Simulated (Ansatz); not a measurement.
CH₆N₂Si (`N=C(N)[SiH3]`), relaxed with RKS PBE-D4/def2-SVP in Ansatz from a rough embedded geometry. The force threshold is 0.03 eV/Å; the program also tests the step.

Charge 0, multiplicity 1.

Start:

```xyz
10

N     1.518    0.718   -0.114
C     0.517    0.036    0.080
N     0.491   -0.965    0.987
Si   -1.075    0.414   -0.913
H     2.341    0.380    0.471
H     1.174   -0.955    1.757
H    -0.466   -1.281    1.352
H    -0.893    0.008   -2.353
H    -2.202   -0.270   -0.377
H    -1.404    1.915   -0.891
```

```csv
step,energy (eV),largest force (eV/Å),largest move (Å)
1,-11976.8632,4.941,0.000
2,-11977.2482,1.310,0.114
3,-11977.2883,0.449,0.059
4,-11977.2945,0.404,0.075
5,-11977.3053,0.078,0.042
6,-11977.3058,0.189,0.030
7,-11977.3069,0.089,0.022
8,-11977.3072,0.063,0.021
9,-11977.3074,0.037,0.006
10,-11977.3074,0.009,0.003
```

End:

```xyz
10

N     1.524    0.755   -0.193
C     0.490    0.053    0.140
N     0.408   -0.942    1.088
Si   -1.057    0.437   -0.919
H     2.357    0.507    0.379
H     1.193   -1.106    1.723
H    -0.499   -1.305    1.380
H    -0.819   -0.009   -2.332
H    -2.262   -0.300   -0.382
H    -1.335    1.910   -0.884
```

It took 27 s on 2 threads of an Arm Neoverse N1 on a shared host, with 0.12 GiB of host memory at the peak.
